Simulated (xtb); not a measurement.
beryllium hydride (HBe), doublet, from a rough starting geometry (GFN-xTB shapes and energies of metal compounds can be far from the true ones); GFN2-xTB in xtb.

The xtb input:
```
$ xtb mol.xyz --gfn 2 --uhf 1 --opt vtight --json

# file mol.xyz
2

Be     0.00244138    -0.05884567     0.64943889
H     -0.02030354     0.01238133    -0.68033802
```

Q: Predict the main parts of the log of this xtb run.

A: 
```
   ID    Z sym.   atoms
    1    4 Be     1
    2    1 H      2

           -------------------------------------------------
          |                Calculation Setup                |
           -------------------------------------------------

           -------------------------------------------------
          |                 G F N 2 - x T B                 |
           -------------------------------------------------

          ...................................................
          :                      SETUP                      :
          :.................................................:
          :  # basis functions                   5          :
          :  # atomic orbitals                   5          :
          :  # shells                            3          :
          :  # electrons                         3          :
          :  max. iterations                   250          :
          :  Hamiltonian                  GFN2-xTB          :
          :  restarted?                      false          :
          :  GBSA solvation                  false          :
          :  PC potential                    false          :
          :  electronic temp.          300.0000000     K    :
          :  accuracy                    1.0000000          :
          :  -> integral cutoff          0.2500000E+02      :
          :  -> integral neglect         0.1000000E-07      :
          :  -> SCF convergence          0.1000000E-05 Eh   :
          :  -> wf. convergence          0.1000000E-03 e    :
          :  Broyden damping             0.4000000          :
          :  net charge                          0          :
          :  unpaired electrons                  1          :
          ...................................................

 iter      E             dE          RMSdq      gap      omega  full diag
   1     -1.0967207 -0.109672E+01  0.267E+01    1.90       0.0  T
   2     -1.1041692 -0.744852E-02  0.146E+01    2.24       1.0  T
   3     -1.1043680 -0.198810E-03  0.409E+00    2.27       1.0  T
   4     -1.1047122 -0.344173E-03  0.196E-01    2.41       1.0  T
   5     -1.1047358 -0.236611E-04  0.404E-02    2.41       1.8  T
   6     -1.1047359 -0.108863E-06  0.264E-02    2.41       2.7  T
   7     -1.1047359  0.325517E-11  0.144E-03    2.41      49.0  T
   8     -1.1047359 -0.990727E-09  0.760E-04    2.41      93.0  T
   9     -1.1047359 -0.292617E-09  0.213E-06    2.41   33125.0  T

   *** convergence criteria satisfied after 9 iterations ***

         :::::::::::::::::::::::::::::::::::::::::::::::::::::
         ::                     SUMMARY                     ::
         :::::::::::::::::::::::::::::::::::::::::::::::::::::
         :: total energy              -1.098888397221 Eh    ::
         :: gradient norm              0.006085741671 Eh/a0 ::
         :: HOMO-LUMO gap              2.411911137093 eV    ::
         ::.................................................::
         :: SCC energy                -1.104735948277 Eh    ::
         :: -> isotropic ES           -0.021413033002 Eh    ::
         :: -> anisotropic ES          0.002131112303 Eh    ::
         :: -> anisotropic XC         -0.006923570541 Eh    ::
         :: -> dispersion             -0.000463054626 Eh    ::
         :: repulsion energy           0.005847551055 Eh    ::
         :: add. restraining           0.000000000000 Eh    ::
         :: total charge              -0.000000000000 e     ::
         :::::::::::::::::::::::::::::::::::::::::::::::::::::

      -----------------------------------------------------------
     |                   =====================                   |
     |                        A N C O P T                        |
     |                   =====================                   |
     |               Approximate Normal Coordinate               |
     |                Rational Function Optimizer                |
[...]
 * total energy  :    -1.0988884 Eh     change       -0.3108624E-14 Eh
 * total energy  :    -1.0989577 Eh     change       -0.6933946E-04 Eh
 * total energy  :    -1.0989699 Eh     change       -0.1217172E-04 Eh
 * total energy  :    -1.0989699 Eh     change       -0.2628519E-07 Eh
   *** GEOMETRY OPTIMIZATION CONVERGED AFTER 4 ITERATIONS ***
[...]
   1     -1.1057008 -0.110570E+01  0.622E-07    2.41       0.0  T
   2     -1.1057008  0.666134E-15  0.358E-07    2.41  100000.0  T
   3     -1.1057008 -0.444089E-15  0.223E-08    2.41  100000.0  T

   *** convergence criteria satisfied after 3 iterations ***

         :::::::::::::::::::::::::::::::::::::::::::::::::::::
         ::                     SUMMARY                     ::
         :::::::::::::::::::::::::::::::::::::::::::::::::::::
         :: total energy              -1.098969934682 Eh    ::
         :: gradient norm              0.000070801744 Eh/a0 ::
         :: HOMO-LUMO gap              2.408445473239 eV    ::
         ::.................................................::
         :: SCC energy                -1.105700839160 Eh    ::
         :: -> isotropic ES           -0.021607937308 Eh    ::
         :: -> anisotropic ES          0.002032118590 Eh    ::
         :: -> anisotropic XC         -0.006917815495 Eh    ::
         :: -> dispersion             -0.000463899468 Eh    ::
         :: repulsion energy           0.006730904478 Eh    ::
         :: add. restraining           0.000000000000 Eh    ::
         :: total charge              -0.000000000000 e     ::
         :::::::::::::::::::::::::::::::::::::::::::::::::::::

           -------------------------------------------------
          |                Property Printout                |
           -------------------------------------------------

    * Orbital Energies and Occupations

         #    Occupation            Energy/Eh            Energy/eV
      -------------------------------------------------------------
         1        2.0000           -0.3921941             -10.6721
         2        1.0000           -0.2329626              -6.3392 (HOMO)
         3                         -0.1444539              -3.9308 (LUMO)
         4                         -0.1444539              -3.9308
         5                          0.4634328              12.6106
      -------------------------------------------------------------
                  HL-Gap            0.0885087 Eh            2.4084 eV
             Fermi-level           -0.2506433 Eh           -6.8204 eV

     #   Z          covCN         q      C6AA      α(0)
     1   4 Be       0.882     0.354    68.126    24.753
     2   1 H        0.882    -0.354    34.834     9.239

 Mol. C6AA /au·bohr⁶  :        181.500512
 Mol. C8AA /au·bohr⁸  :       5279.199745
 Mol. α(0) /au        :         33.991396

Wiberg/Mayer (AO) data.
largest (>0.10) Wiberg bond orders for each atom

 ---------------------------------------------------------------------------
     #   Z sym  total        # sym  WBO       # sym  WBO       # sym  WBO
 ---------------------------------------------------------------------------
     1   4 Be   0.873 --     2 H    0.873
     2   1 H    0.873 --     1 Be   0.873
 ---------------------------------------------------------------------------

Topologies differ in total number of bonds
Writing topology from bond orders to xtbtopo.mol

molecular dipole:
                 x           y           z       tot (Debye)
 q only:        0.015      -0.047       0.878
   full:        0.009      -0.027       0.498       1.268
molecular quadrupole (traceless):
                xx          xy          yy          xz          yz          zz
 q only:        0.023       0.000       0.030      -0.023      -0.056      -0.053
  q+dip:        0.152       0.000       0.155      -0.020      -0.009      -0.308
   full:        1.605       0.004       1.597      -0.094       0.224      -3.203

optimized geometry written to: xtbopt.xyz

           -------------------------------------------------
          | TOTAL ENERGY               -1.098969934682 Eh   |
          | GRADIENT NORM               0.000070801744 Eh/α |
          | HOMO-LUMO GAP               2.408445473239 eV   |
           -------------------------------------------------

normal termination of xtb
```
